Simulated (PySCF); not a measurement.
Mapped SMILES: `[CH2:1]=[C:2]([CH3:3])[C@@H:4]1[CH2:5][C@@:6]1([SiH3:7])[CH:8]=[O:9]`; H(Xn) means a hydrogen on atom n. Ha(C5) is cis to C2 on the ring; Ha(C1) is cis to C3; Hb(C5) is trans to C2 on the ring; Hb(C1) is trans to C3.

PySCF calculation with PBE0/pcSseg-1 with gauge-including orbitals and coordinates at the GFN2-xTB level; rapidly exchanging positions averaged, no relativistic terms, no solvent model, one conformer.

δ = σ(ref) − σ, references computed at the same level: $^{13}$C (186.93 ppm), $^{1}$H (31.72 ppm), $^{29}$Si (349.16 ppm) vs TMS; $^{17}$O (336.08 ppm) against H2O.

```tsv
atoms	nucleus	count	Hirshfeld charge	δ (ppm)
H(C8)	$^{1}$H	1	0.04	10.30
H(Si7)	$^{1}$H	3	-0.07	?
C8	$^{13}$C	1	0.12	207.7
Si7	$^{29}$Si	1	0.30	?
C2	$^{13}$C	1	0.02	152.3
Hb(C5)	$^{1}$H	1	0.05	1.68
C1	$^{13}$C	1	-0.11	?
Hb(C1)	$^{1}$H	1	0.04	5.06
Ha(C1)	$^{1}$H	1	0.05	?
H(C4)	$^{1}$H	1	0.05	2.39
C4	$^{13}$C	1	-0.03	43.0
C6	$^{13}$C	1	-0.10	22.6
O9	$^{17}$O	1	-0.23	646.9
C3	$^{13}$C	1	-0.12	27.4
Ha(C5)	$^{1}$H	1	0.05	1.15
C5	$^{13}$C	1	-0.07	?
H(C3)	$^{1}$H	3	0.05	1.94
```

Q: Complete the table.

A: 
- C1: 120.6 ppm, terminal =CH2 carbon; an sp2 carbon of a C=C bond
- C5: 24.9 ppm, three-membered-ring carbon; carbons of three-membered rings are unusually shielded
- Ha(C1): 5.33 ppm, hydrogen on a terminal =CH2 carbon; a vinylic proton, deshielded by the sp2 carbon and the C=C anisotropy
- H(Si7): 4.03 ppm, hydrogen on a silicon bonded to C
- Si7: -72.6 ppm, silicon bonded to C, 3 H

Shifts are as computed. Against solution values, carbons near 30 ppm lie about +3 ppm off and those near 130 ppm about +5 ppm. Of 1309 compounds with measured shifts, 239 miss one by over three times the rms of a fit or turn the order of signals round; such compounds aren't used in these exercises. Unscaled 17O shifts of doubly bonded oxygen tend to come out too high, by tens of ppm or more. Experimental scales use liquid or dissolved standards, which lie at an offset from isolated H2O (liquid H2O: subtract about 36 ppm).
